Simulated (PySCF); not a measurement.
# $^{17}$O chemical shifts

All values are calculated (PySCF): geometry: GFN2-xTB, GIAO PBE0/pcSseg-1 shieldings. In vacuum, a single conformation, non-relativistic Hamiltonian, rapidly exchanging positions averaged.

Shieldings were converted by a linear fit to measured shifts: $^{17}$O (scatter 10.7 ppm rms, 12.2 ppm with the 3 outliers that the fit left out vs liquid water, solution or neat liquid). A few per cent of atoms miss by over 2 rms, more outside the fitted compound classes.

Give the $^{17}$O shifts of `CCCC(=O)C[SiH2]O`, `CC(C)O[Si@H](C)C=O`, `CCO[SiH2]C(F)(F)F`, `CC(C)C(=O)C[SiH2]O`, `CO[C@H]1C[Si@@H](OC)C1`, `C[C@H]([SiH3])OC(F)(F)F`.

Answers


```csv
compound,environment,δ (ppm)
[CH3:1][CH2:2][CH2:3][C:4](=[O:5])[CH2:6][SiH2:7][OH:8],O5: ketone oxygen,529.1
[CH3:1][CH2:2][CH2:3][C:4](=[O:5])[CH2:6][SiH2:7][OH:8],"O8: oxygen bonded to Si, H",-26.0
[CH3:1][CH:2]([CH3:3])[O:4][Si@H:5]([CH3:6])[CH:7]=[O:8],O8: carbonyl oxygen,834.0
[CH3:1][CH:2]([CH3:3])[O:4][Si@H:5]([CH3:6])[CH:7]=[O:8],"O4: oxygen bonded to C, Si",26.0
CCO[SiH2]C(F)(F)F,"oxygen bonded to C, Si",-14.7
[CH3:1][CH:2]([CH3:3])[C:4](=[O:5])[CH2:6][SiH2:7][OH:8],O5: ketone oxygen,514.6
[CH3:1][CH:2]([CH3:3])[C:4](=[O:5])[CH2:6][SiH2:7][OH:8],"O8: oxygen bonded to Si, H",-27.1
[CH3:1][O:2][C@H:3]1[CH2:4][Si@@H:5]([O:6][CH3:7])[CH2:8]1,O2: ether oxygen,16.8
[CH3:1][O:2][C@H:3]1[CH2:4][Si@@H:5]([O:6][CH3:7])[CH2:8]1,"O6: oxygen bonded to C, Si",-22.5
C[C@H]([SiH3])OC(F)(F)F,ether oxygen,66.8
```
